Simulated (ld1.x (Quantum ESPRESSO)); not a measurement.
## Scattering properties, TM semilocal potential for In (Z = 49)

ld1.x (Quantum ESPRESSO) 7.5 input, shortened:

```
&input
   title='In', zed=49., rel=1, dft='PBE', iswitch=3,
   config='[Kr] 4d10 5s2 5p0.5'
 /
 &inputp
   pseudotype=1, tm=.true., lloc=0,
   nlcc=.true., new_core_ps=.true., rcore=0.75
 /
3
5P  2  1   0.50   0.00  2.75  2.75  0.0
4D  3  2  10.00   0.00  1.25  1.25  0.0
5S  1  0   2.00   0.00  2.35  2.35  0.0
 &test
   configts(1)='4d10 5s2 5p0.5'
 /
```

The phase is arctan(r·u′/u) with u = r·R(r), unwrapped; energies in Ry, scanned from -4 to 5 Ry. A pole is an energy at which the radial function vanishes at the test radius. The pseudo phase is shifted by a multiple of π to meet the all-electron one at the reference energy, and phase errors are pseudo minus all-electron; the curves can meet again beyond the range given. Levels narrower than the energy grid can be missing from the lists of poles.

**Question.** For each channel, where are the poles, and over which energies does the pseudopotential scatter like the atom?

**Answer.**

| channel | radius (bohr) | reference energy (Ry) | poles, all-electron | poles, pseudo | unbroken range about the reference energy with phases within 0.05 rad | phase error 1 Ry above the reference energy (rad) |
| --- | --- | --- | --- | --- | --- | --- |
| s | 3.01 | -0.84 | -0.01 | -0.02, 4.71 | below 1.5 | -0.004 |
| p | 3.01 | -0.39 | 0.99 | 0.95 | below 2.2 | -0.005 |
| d | 3.01 | -1.63 | -1.58, 2.83 | -1.58, 2.83 | the whole range | +0.000 |

Phases in the d channel:

```csv
E (Ry),all-electron,pseudo
-4.00,1.399,1.399
-3.52,1.387,1.387
-3.04,1.370,1.370
-2.56,1.347,1.347
-2.08,1.302,1.302
-1.60,-1.503,-1.504
-1.12,-1.826,-1.826
-0.64,-1.909,-1.909
-0.16,-2.038,-2.038
0.32,-2.355,-2.356
0.80,-3.373,-3.374
1.28,-4.245,-4.246
1.76,-4.512,-4.512
2.24,-4.628,-4.629
2.72,-4.699,-4.699
3.20,-4.752,-4.753
3.68,-4.803,-4.803
4.16,-4.862,-4.862
4.64,-4.948,-4.950
```
